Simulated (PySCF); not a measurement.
C2H4NO, doublet (typed; the unrestricted solution is spin-contaminated), geometry from GFN2-xTB; CCSD(T)/3-21G in PySCF.

Here is a job for PySCF.
```python
from pyscf import gto, scf, cc

mol = gto.Mole()
mol.atom = '''
    O     0.26454729    1.29773969    0.28038356
    C    -0.00493724    0.12821280    0.02873673
    N     0.98714613   -0.78717018   -0.20832170
    C    -1.33891368   -0.38189073   -0.04047884
    H     0.79601498   -1.74930651   -0.41636310
    H    -1.54281494   -1.41283947   -0.26342944
    H    -2.15856718    0.28838609    0.13621077
    H     1.94207144   -0.47589881   -0.17078220
'''
mol.basis = '3-21g'
mol.spin = 1
mol.verbose = 5
mol.build()

mf = scf.UHF(mol)
mf.kernel()

mycc = cc.CCSD(mf)
mycc.conv_tol = 1e-5
mycc.kernel()
et = mycc.ccsd_t()
print('E(CCSD(T)) = %.10f' % (mycc.e_tot + et))
```

Output, abridged:

```
PySCF version 2.14.0

[INPUT] verbose = 5
[INPUT] max_memory = 4000
[INPUT] num. atoms = 8
[INPUT] num. electrons = 31
[INPUT] charge = 0
[INPUT] spin (= nelec alpha-beta = 2S) = 1
[INPUT] symmetry False subgroup None
[INPUT] Mole.unit = angstrom
[INPUT] Symbol           X                Y                Z      unit          X                Y                Z       unit  Magmom
[...]
[INPUT] ---------------- BASIS SET ----------------
[INPUT] l, kappa, [nprim/nctr], expnt,             c_1 c_2 ...
[INPUT] H
[...]
                                0.824547          0.904691
[...]
[INPUT] O
[...]
                                48.4308           0.3515
                                10.4206           0.707658
[...]
                                1.5762            1.22156
[...]
                                1.5762            0.853955
[...]
[INPUT] N
[...]
                                36.4851           0.352955
                                7.81449           0.706513
[...]
                                1.14915           1.22442
[...]
                                1.14915           0.858953
[...]
[INPUT] C
[...]
                                25.9109           0.358794
                                5.53335           0.700713
[...]
                                0.770545          1.21584
[...]
                                0.770545          0.860619
[...]
nuclear repulsion = 114.767954737791
number of shells = 28
number of NR pGTOs = 72
number of NR cGTOs = 44
basis = 3-21g
ecp = {}

******** <class 'pyscf.scf.uhf.UHF'> ********
method = UHF
initial guess = minao
damping factor = 0
level_shift factor = 0
DIIS = <class 'pyscf.scf.diis.CDIIS'>
diis_start_cycle = 1
diis_space = 8
diis_damp = 0
SCF conv_tol = 1e-09
SCF conv_tol_grad = None
SCF max_cycles = 50
direct_scf = True
direct_scf_tol = 1e-13
number electrons alpha = 16  beta = 15
Set gradient conv threshold to 3.16228e-05
E1 = -506.49532835072216  E2 = 184.91165638704317  Ecoul = 211.54085328531596  Exc = -26.629196898272795
init E= -206.815717225888
cond(S) = 300.78645788968834

  alpha mo_energy =
[-20.65938012 -15.5478053  -11.25462675 -11.23605898  -1.78305446
  -1.41941671  -1.17885565  -0.80514506  -0.6699287   -0.63667504
  -0.56280062  -0.5197839   -0.45709798  -0.35706462  -0.31789883
  -0.1517401    0.16685884   0.18446516   0.25043968   0.2685949
   0.3179473    0.39166417   0.50416338   0.59362505   0.93370369
   0.94962027   0.98448753   1.02672788   1.02793539   1.10904788
[...]
multiplicity <S^2> = 0.85616427  2S+1 = 2.1034869
E1 = -508.070199945578  E2 = 187.11052422427994  Ecoul = 213.71699725669941  Exc = -26.606473032419473
Extra cycle  E= -206.191720983508  delta_E= -3.38e-11  |g|= 3.48e-06  |ddm|= 7.84e-06
converged SCF energy = -206.191720983508  <S^2> = 0.85616427  2S+1 = 2.1034869

******** <class 'pyscf.cc.uccsd.UCCSD'> ********
CC2 = 0
CCSD nocc = (np.int64(16), np.int64(15)), nmo = (44, 44)
max_cycle = 50
direct = 0
conv_tol = 1e-05
conv_tol_normt = 1e-06
diis_space = 6
diis_start_cycle = 0
diis_start_energy_diff = 1e+09
Init t2, MP2 energy = -0.377785352875724
Init E_corr(UCCSD) = -0.377785352886682
cycle = 1  E_corr(UCCSD) = -0.385834539254543  dE = -0.00804918637  norm(t1,t2) = 0.0991077
cycle = 2  E_corr(UCCSD) = -0.400160402063752  dE = -0.0143258628  norm(t1,t2) = 0.0390824
cycle = 3  E_corr(UCCSD) = -0.403276267401292  dE = -0.00311586534  norm(t1,t2) = 0.0267558
cycle = 4  E_corr(UCCSD) = -0.408331210920438  dE = -0.00505494352  norm(t1,t2) = 0.0155929
cycle = 5  E_corr(UCCSD) = -0.407970123410917  dE = 0.00036108751  norm(t1,t2) = 0.00641199
cycle = 6  E_corr(UCCSD) = -0.40789597644394  dE = 7.4146967e-05  norm(t1,t2) = 0.0028072
cycle = 7  E_corr(UCCSD) = -0.408024198272998  dE = -0.000128221829  norm(t1,t2) = 0.00160118
cycle = 8  E_corr(UCCSD) = -0.408040808683147  dE = -1.66104101e-05  norm(t1,t2) = 0.000768456
cycle = 9  E_corr(UCCSD) = -0.408028458193922  dE = 1.23504892e-05  norm(t1,t2) = 0.000395109
cycle = 10  E_corr(UCCSD) = -0.408025986463454  dE = 2.47173047e-06  norm(t1,t2) = 0.000188034
cycle = 11  E_corr(UCCSD) = -0.408025417973555  dE = 5.68489899e-07  norm(t1,t2) = 6.46562e-05
cycle = 12  E_corr(UCCSD) = -0.408025244696873  dE = 1.73276682e-07  norm(t1,t2) = 2.90873e-05
cycle = 13  E_corr(UCCSD) = -0.408024219964937  dE = 1.02473194e-06  norm(t1,t2) = 1.47692e-05
cycle = 14  E_corr(UCCSD) = -0.408023646399093  dE = 5.73565844e-07  norm(t1,t2) = 8.8698e-06
cycle = 15  E_corr(UCCSD) = -0.40802313263122  dE = 5.13767873e-07  norm(t1,t2) = 4.9408e-06
cycle = 16  E_corr(UCCSD) = -0.408023062391464  dE = 7.02397562e-08  norm(t1,t2) = 2.47893e-06
cycle = 17  E_corr(UCCSD) = -0.408023073709186  dE = -1.13177219e-08  norm(t1,t2) = 1.0446e-06
cycle = 18  E_corr(UCCSD) = -0.408023072247443  dE = 1.46174245e-09  norm(t1,t2) = 5.1362e-07
UCCSD converged
E(UCCSD) = -206.599744055755  E_corr = -0.4080230722474432
UCCSD(T) correction = -0.0119093266621857
E(CCSD(T)) = -206.6116533824
```
